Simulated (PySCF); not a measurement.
C2H11FSi3, SMILES F[SiH2][SiH2]CC[SiH3].

The structure is a stationary point at PBE0-D3(BJ)/def2-SVP. The structure was generated by enumeration, and PubChem lists no compound with its InChIKey, so it may never have been made. One conformer was computed; it need not be the lowest.

All values below come from PBE0-D3(BJ)/def2-SVP in PySCF 2.14.0.

Frequencies are harmonic and unscaled.

Computed normal modes with their intensities:
| mode | ν (cm⁻¹) | IR (km/mol) | moving atoms (share of kinetic energy) |
|---|---|---|---|
| 1 | 27 | 0.6 | Si 51 %, F 27 %, H 14 % |
| 2 | 35 | 1.5 | F 41 %, H 26 %, C 19 %, Si 15 % |
| 3 | 65 | 0.4 | Si 40 %, H 38 %, C 21 % |
| 4 | 90 | 0.4 | Si 48 %, H 30 %, F 13 %, C 9 % |
| 5 | 138 | 0.7 | H 61 %, Si 19 %, F 16 % |
| 6 | 190 | 0.9 | H 51 %, C 34 %, Si 10 % |
| 7 | 193 | 8.6 | Si 50 %, H 28 %, F 17 % |
| 8 | 293 | 2.7 | C 46 %, H 39 %, Si 14 % |
| 9 | 412 | 18.1 | H 75 %, Si 17 % |
| 10 | 429 | 9.0 | Si 69 %, H 27 % |
| 11 | 472 | 10.9 | H 90 %, Si 8 % |
| 12 | 515 | 2.7 | H 82 %, Si 15 % |
| 13 | 594 | 29.0 | H 61 %, Si 21 %, C 17 % |
| 14 | 620 | 7.9 | H 67 %, Si 18 %, C 14 % |
| 15 | 669 | 28.7 | C 39 %, Si 31 %, H 30 % |
| 16 | 708 | 28.5 | H 54 %, C 30 %, Si 16 % |
| 17 | 733 | 25.5 | H 89 % |
| 18 | 767 | 170.4 | H 85 %, Si 11 % |
| 19 | 814 | 229.9 | H 65 %, C 28 % |
| 20 | 847 | 20.3 | F 45 %, H 40 %, Si 15 % |
| 21 | 874 | 13.2 | H 67 %, C 28 % |
| 22 | 903 | 229.1 | H 64 %, Si 22 %, F 12 % |
| 23 | 919 | 80.8 | H 88 %, Si 10 % |
| 24 | 927 | 136.7 | H 88 %, Si 10 % |
| 25 | 942 | 40.4 | H 97 % |
| 26 | 949 | 70.3 | H 93 % |
| 27 | 951 | 63.3 | H 95 % |
| 28 | 1038 | 1.2 | H 52 %, C 47 % |
| 29 | 1088 | 15.1 | H 95 % |
| 30 | 1159 | 3.9 | H 63 %, C 36 % |
| 31 | 1273 | 0.8 | H 70 %, C 30 % |
| 32 | 1280 | 1.7 | H 72 %, C 27 % |
| 33 | 1424 | 6.6 | H 94 % |
| 34 | 1432 | 5.2 | H 91 %, C 9 % |
| 35 | 2203 | 63.2 | H 97 % |
| 36 | 2218 | 29.7 | H 97 % |
| 37 | 2224 | 96.4 | H 98 % |
| 38 | 2226 | 135.2 | H 97 % |
| 39 | 2231 | 114.9 | H 97 % |
| 40 | 2233 | 65.7 | H 96 % |
| 41 | 2238 | 179.2 | H 96 % |
| 42 | 3046 | 17.2 | H 95 % |
| 43 | 3051 | 9.1 | H 94 % |
| 44 | 3099 | 2.7 | H 91 %, C 9 % |
| 45 | 3108 | 5.2 | H 91 %, C 9 % |
